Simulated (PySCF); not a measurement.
Magnetic susceptibility: `C#C[C@H](F)[Se]C=C=S`, C5H3FSSe

Molfile (atoms numbered from 1):
```
C5H3FSSe
     RDKit          3D

 11 10  0  0  0  0  0  0  0  0999 V2000
   -1.2799    1.6943    0.4685 C   0  0  0  0  0  0  0  0  0  0  0  0
   -1.2596    0.5396    0.1503 C   0  0  0  0  0  0  0  0  0  0  0  0
   -1.1784   -0.8499   -0.2106 C   0  0  2  0  0  0  0  0  0  0  0  0
   -0.8688   -1.6380    0.8631 F   0  0  0  0  0  0  0  0  0  0  0  0
    0.2085   -1.1484   -1.6203 Se  0  0  0  0  0  2  0  0  0  0  0  0
    1.6979   -0.2506   -0.7895 C   0  0  0  0  0  0  0  0  0  0  0  0
    1.8001   -0.0585    0.4879 C   0  0  0  0  0  0  0  0  0  0  0  0
    1.8647    0.2294    2.0158 S   0  0  0  0  0  0  0  0  0  0  0  0
   -1.3295    2.7060    0.7426 H   0  0  0  0  0  0  0  0  0  0  0  0
   -2.1201   -1.2225   -0.6363 H   0  0  0  0  0  0  0  0  0  0  0  0
    2.4705    0.0013   -1.4975 H   0  0  0  0  0  0  0  0  0  0  0  0
  1  2  3  0
  2  3  1  0
  3  4  1  0
  3  5  1  0
  5  6  1  0
  6  7  2  0
  7  8  2  0
  1  9  1  0
  3 10  1  6
  6 11  1  0
M  END
```

Method used: PySCF 2.14.0, GIAO PBE0/ANO-RCC-VDZP magnetisability, rotational g tensor and spin-rotation constants, non-relativistic, gas phase. Geometry: GFN2-xTB.

The calculation is non-relativistic, which matters for the atoms heavier than Zn.

(1) What are the magnetisability and the molar susceptibility?

(2) Split it along the inertial axes a, b, c into diamagnetic and paramagnetic parts about the centre of mass, with the quadrupole moment.

(3) And the rotational g tensor?

Answers

(1) Isotropic -1455 × 10⁻³⁰ J/T², or -87.6 × 10⁻⁶ cm³/mol; principal values -1532, -1445, -1387 × 10⁻³⁰ J/T², anisotropy 127 × 10⁻³⁰ J/T² (root of half the summed squared differences of the principal values). The susceptibility is in cgs units.

(2) 
```
axis  χ (10⁻⁶ cm³/mol)  diamagnetic (10⁻⁶ cm³/mol)  paramagnetic (10⁻⁶ cm³/mol)  summed x² of all electrons (Å²)  quadrupole Θ (D Å)
   a             -84.2                      -823.9                        739.7                            229.9               +0.28
   b             -89.1                     -1246.7                       1157.6                            130.3               +4.62
   c             -89.5                     -1528.1                       1438.6                             63.9               -4.90
```
Anisotropies 2χaa − χbb − χcc = +10.2 and 2χbb − χaa − χcc = -4.5 × 10⁻⁶ cm³/mol. Θ is traceless in Buckingham's convention.

(3) 
| axis | rotational constant (GHz) | g | nuclear part | electronic part |
| --- | --- | --- | --- | --- |
| a | 1.5763 | -0.0193 | 0.5284 | -0.5477 |
| b | 0.9190 | -0.0102 | 0.4895 | -0.4998 |
| c | 0.7455 | -0.0062 | 0.4977 | -0.5039 |

Asymmetric top; isotopes 12C, 19F, 1H, 32S, 80Se; no vibrational averaging.
